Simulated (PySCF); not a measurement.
Estimate the missing entries of this data sheet.

Species: C3H4NO2S (charge -1).
InChI=1S/C3H4NO2S/c1-7(5,6)3-2-4/h3H,1H3/q-1

Conformer (atom-mapped SMILES and torsion angles): `[CH3:1][S:2](=[O:3])(=[O:4])[CH-:5][C:6]#[N:7]`: C1–S2–C5–C6 -74°.

```tsv
property	level	value
point group	PBE0-D3(BJ)/def2-SVP	C1
rotational constants A, B, C	PBE0-D3(BJ)/def2-SVP	4.326, 1.543, 1.500 GHz
HOMO energy	PBE0/pcSseg-1	?
LUMO energy	PBE0/pcSseg-1	?
13C chemical shifts (computed TMS as zero) by class	GIAO PBE0/pcSseg-1	?
1H chemical shifts (computed TMS as zero) by class	GIAO PBE0/pcSseg-1	?
isotropic shieldings of nuclei other than C and H, by class	GIAO PBE0/pcSseg-1	-34 (1 N), 109 (2 O), 184 (1 S) ppm
```

Electronic properties: PySCF, gas phase, density fitting. Isolated species at its PBE0-D3(BJ)/def2-SVP geometry (one conformer only). The geometry's basis has no diffuse functions, a weakness for an anion. NMR classes are plain means over equivalent atoms (diastereotopic ones count apart unless rotation or inversion swaps them), as if these changed places fast; in this geometry the members of some classes differ. No diffuse functions stand in pcSseg-1, which bears on an anion's orbital energies.

Problem. What is the HOMO energy?

Solution. -1.40 eV.

Problem. What are the 13C chemical shifts (computed TMS as zero) by class?

Solution. 130.1 (1 C), 51.4 (1 C), 36.5 (1 C) ppm.

Problem. The LUMO energy?

Solution. 5.05 eV.

Problem. Give the 1H chemical shifts (computed TMS as zero) by class.

Solution. 2.26 (3 H), 2.14 (1 H) ppm.

The rotational constants make it an asymmetric top with κ = (2B − A − C)/(A − C) = -0.97, nearer the prolate limit (−1). With B = h/(8π²I), that is 505.379 GHz u Å² over I, the principal moments of inertia are 116.8, 327.5 and 336.9 u Å² (most abundant isotopes).
